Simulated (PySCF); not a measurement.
# A small calculation by hand: refractive index and permittivity of the vapour

Cd(Me)(SiH3) (CH₆CdSi), SMILES [CH3][Cd][SiH3].

Coordinates come from a B3LYP-D3(BJ)/def2-SVP optimisation. The structure was generated by enumeration; whether it is a known compound was not checked. The def2 effective core potentials stand for the cores of Cd; spin–orbit coupling is left out.

r2SCAN/def2-TZVPD (PySCF) gives a mean static polarisability of 85.2 bohr³ and a dipole moment of 0.84 D. Take an ideal gas at 298.15 K and 1 bar, whether or not the substance is that volatile.

Work out n − 1 in the optical limit and the static ε − 1.


Polarisability volume α' = 85.2 × 0.148185 = 12.63 Å³. Number density N = p/kT = 2.43e-5 Å⁻³.
Dilute limit of Lorentz–Lorenz: n − 1 = 2π N α' = 0.0019.
Orientation term of Debye: μ²/(3kT) = 8.098 Å³ × μ²(D²) = 5.71 Å³.
ε − 1 = 4π N (α' + μ²/3kT) = 0.0056. Orientation of the dipole supplies 31 % of the static response; it can't follow optical fields. Vibrational polarisation and dispersion are left out.
